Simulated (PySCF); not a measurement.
PySCF input (BP86/6-31G* with LANL2DZ past Ar (5d)):

```python
from pyscf import gto, dft

mol = gto.M(
    atom='''
    Ge   -0.01666700   -0.01482600   -0.00106200
    O    -1.31849400   -1.17284900   -0.08398500
    F    -0.21855300    1.53017000   -0.58608000
    F     1.44980900   -0.43492300    0.66450900
    ''',
    basis={'default': '6-31g*', 'Ge': 'lanl2dz'},
    ecp={'Ge': 'lanl2dz'},
    charge=1,
    spin=1,
    verbose=4,
)

mf = dft.UKS(mol, xc='bp86')
mf.grids.level = 3
mf.conv_tol = 1e-9
mf.max_cycle = 100
mf.max_memory = 1500
mf.kernel()
if not mf.converged:
    mf = mf.newton()
    mf.kernel(mf.make_rdm1())
mo, _, stable, _ = mf.stability(return_status=True)
if not stable:
    mf.kernel(mf.make_rdm1(mo, mf.mo_occ))
    stable = mf.stability(return_status=True)[2]
mf.dip_moment()
```

From the output:

```
pruning grids: <function nwchem_prune>
grids dens level: 3
symmetrized grids: False
atomic radii adjust function: <function treutler_atomic_radii_adjust>
small_rho_cutoff = 0
Set gradient conv threshold to 3.16228e-05
tot grids = 63248
init E= -266.700234396826
  alpha nocc = 15  HOMO = -0.344679825194923  LUMO = 0.00657974330049882
  beta  nocc = 14  HOMO = -0.346069646261566  LUMO = -0.344679825194924

WARN: HOMO -0.344679825194923 >= LUMO -0.344679825194924

cycle= 1 E= -277.841164778111  delta_E= -11.1  |g|= 0.94  |ddm|= 1.81
  alpha nocc = 15  HOMO = -0.485697139652389  LUMO = -0.356408454706921
  beta  nocc = 14  HOMO = -0.472060984015123  LUMO = -0.446146832535959
  HOMO = -0.472060984015  LUMO = -0.446146832536  gap/eV = 0.70516
cycle= 2 E= -276.512312064337  delta_E= 1.33  |g|= 2.08  |ddm|=  2.3
  alpha nocc = 15  HOMO = -0.598618076841621  LUMO = -0.427494746887291
  beta  nocc = 14  HOMO = -0.578788560660215  LUMO = -0.54596389334877
  HOMO = -0.57878856066  LUMO = -0.545963893349  gap/eV = 0.89320
cycle= 3 E= -278.269541875679  delta_E= -1.76  |g|= 0.218  |ddm|=  1.6
  alpha nocc = 15  HOMO = -0.623079913092859  LUMO = -0.418112793675526
  beta  nocc = 14  HOMO = -0.624902885457342  LUMO = -0.601636417925144
  HOMO = -0.623079913093  LUMO = -0.601636417925  gap/eV = 0.58351
cycle= 4 E= -278.201403612723  delta_E= 0.0681  |g|= 0.436  |ddm|= 0.53
  alpha nocc = 15  HOMO = -0.606574733270094  LUMO = -0.413544185003772
  beta  nocc = 14  HOMO = -0.586421438666751  LUMO = -0.551478600229071
  HOMO = -0.586421438667  LUMO = -0.551478600229  gap/eV = 0.95084
cycle= 5 E= -278.291659470251  delta_E= -0.0903  |g|= 0.0223  |ddm|= 0.388
  alpha nocc = 15  HOMO = -0.614236375501431  LUMO = -0.419142864611793
  beta  nocc = 14  HOMO = -0.593214611236416  LUMO = -0.556304577560667
  HOMO = -0.593214611236  LUMO = -0.556304577561  gap/eV = 1.00437
cycle= 6 E= -278.291856582332  delta_E= -0.000197  |g|= 0.00682  |ddm|= 0.0222
  alpha nocc = 15  HOMO = -0.613222012692109  LUMO = -0.417999797039265
  beta  nocc = 14  HOMO = -0.591780896072205  LUMO = -0.554231541939711
  HOMO = -0.591780896072  LUMO = -0.55423154194  gap/eV = 1.02177
cycle= 7 E= -278.291880077823  delta_E= -2.35e-05  |g|= 0.000563  |ddm|= 0.00628
  alpha nocc = 15  HOMO = -0.613285786758187  LUMO = -0.418049933667533
  beta  nocc = 14  HOMO = -0.591708663260167  LUMO = -0.554052723437568
  HOMO = -0.59170866326  LUMO = -0.554052723438  gap/eV = 1.02467
cycle= 8 E= -278.291880322069  delta_E= -2.44e-07  |g|= 0.000377  |ddm|= 0.00113
  alpha nocc = 15  HOMO = -0.613325618237276  LUMO = -0.418050000784437
  beta  nocc = 14  HOMO = -0.591723167011175  LUMO = -0.554069781716077
  HOMO = -0.591723167011  LUMO = -0.554069781716  gap/eV = 1.02460
cycle= 9 E= -278.291880339922  delta_E= -1.79e-08  |g|= 0.000381  |ddm|= 0.000486
  alpha nocc = 15  HOMO = -0.613358767562975  LUMO = -0.418049033398017
  beta  nocc = 14  HOMO = -0.591732585467486  LUMO = -0.55408473273155
  HOMO = -0.591732585467  LUMO = -0.554084732732  gap/eV = 1.02445
cycle= 10 E= -278.291880396518  delta_E= -5.66e-08  |g|= 6.02e-05  |ddm|= 0.000325
  alpha nocc = 15  HOMO = -0.613349434106635  LUMO = -0.418050044508263
  beta  nocc = 14  HOMO = -0.591717574187882  LUMO = -0.554071321988442
  HOMO = -0.591717574188  LUMO = -0.554071321988  gap/eV = 1.02441
cycle= 11 E= -278.291880398745  delta_E= -2.23e-09  |g|= 1.78e-05  |ddm|= 8.7e-05
  alpha nocc = 15  HOMO = -0.613352522720689  LUMO = -0.418050461152227
  beta  nocc = 14  HOMO = -0.591719684583225  LUMO = -0.554073131833583
  HOMO = -0.591719684583  LUMO = -0.554073131834  gap/eV = 1.02441
cycle= 12 E= -278.291880398902  delta_E= -1.57e-10  |g|= 1.28e-06  |ddm|= 1.67e-05
  alpha nocc = 15  HOMO = -0.613351965666745  LUMO = -0.418050373931049
  beta  nocc = 14  HOMO = -0.591718960124176  LUMO = -0.554072618745494
  HOMO = -0.591718960124  LUMO = -0.554072618745  gap/eV = 1.02441
Extra cycle  E= -278.2918803989  delta_E= 2.05e-12  |g|= 2.97e-06  |ddm|= 4.28e-06
converged SCF energy = -278.2918803989  <S^2> = 0.75404102  2S+1 = 2.0040369
uhf_internal: lowest eigs of H = [0.01824422 0.15559271 0.18392663]
<class 'pyscf.dft.uks.UKS'> wavefunction is stable in the internal stability analysis

WARN: System has nonzero charge 1; the dipole moment is origin-dependent.
Location of origin: [0. 0. 0.]

Dipole moment(X, Y, Z, Debye): -0.50524, -0.44944, -0.03218
```

The dipole moment of an ion depends on the origin.

The geometry given is a B3LYP-D3(BJ)/def2-TZVP minimum.
